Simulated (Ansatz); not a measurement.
Geometry optimisation, RKS PBE0/6-31G in Ansatz.

Input file:

```yaml
crystal:
  periodic: [false, false, false]
  atoms:
    - { symbol: C, position_ang: [-0.8993, -1.0472, 1.64] }
    - { symbol: C, position_ang: [0.1648, -0.3471, 0.8234] }
    - { symbol: C, position_ang: [-0.2516, -0.0245, -0.6455] }
    - { symbol: Si, position_ang: [1.2827, 0.5752, -1.713] }
    - { symbol: S, position_ang: [-1.5275, 1.2526, -0.7296] }
    - { symbol: H, position_ang: [-1.7941, -0.3104, 1.7792] }
    - { symbol: H, position_ang: [-0.5485, -1.2889, 2.6205] }
    - { symbol: H, position_ang: [-1.2721, -1.8887, 1.1215] }
    - { symbol: H, position_ang: [1.028, -1.0161, 0.8694] }
    - { symbol: H, position_ang: [0.509, 0.5611, 1.3714] }
    - { symbol: H, position_ang: [-0.6396, -0.9291, -1.0752] }
    - { symbol: H, position_ang: [1.7821, 1.847, -1.1611] }
    - { symbol: H, position_ang: [0.7333, 0.7939, -3.1348] }
    - { symbol: H, position_ang: [2.2707, -0.4366, -1.6802] }
    - { symbol: H, position_ang: [-0.8597, 2.208, -0.0567] }
basis:
  gaussian: { orbitals: "6-31G" }
hamiltonian:
  xc: pbe0
relax:
  f_tol: 0.015
  max_steps: 40
```

Run as:

```bash
$ ansatz run input.yaml --threads 1 --pin off --max-ram 2048MiB --backend cpu --events-out ev --progress --plain --runs-dir out
```

Question: Where does it end, and by what steps?

Answer: The forces met the threshold. Limits of this set-up: no polarisation functions. After 6 steps the energy has fallen by 0.464 eV; H15 moved furthest, 0.18 Å.

| step | energy less start (eV) | largest force component (eV/Å) | accepted |
| --- | --- | --- | --- |
| 0 | 0.0000 | 3.091 | yes |
| 1 | -0.3885 | 0.988 | yes |
| 2 | -0.4559 | 0.314 | yes |
| 3 | -0.4625 | 0.096 | yes |
| 4 | -0.4634 | 0.021 | yes |
| 5 | -0.4638 | 0.017 | yes |
| 6 | -0.4639 | 0.014 | yes |

```xyz
15
Properties=species:S:1:pos:R:3
C -0.923 -1.024 1.657
C 0.189 -0.386 0.826
C -0.227 -0.018 -0.601
Si 1.238 0.576 -1.698
S -1.623 1.273 -0.658
H -1.780 -0.349 1.745
H -0.569 -1.264 2.665
H -1.273 -1.953 1.192
H 1.037 -1.084 0.758
H 0.571 0.510 1.336
H -0.691 -0.885 -1.088
H 1.749 1.880 -1.144
H 0.797 0.775 -3.118
H 2.357 -0.433 -1.657
H -0.874 2.329 -0.185
```

Whether the end is a true minimum wasn't checked by a vibrational analysis.

Time of the run: 36 s on 1 thread of Arm Neoverse V2 (shared host), peak memory 0.18 GiB.
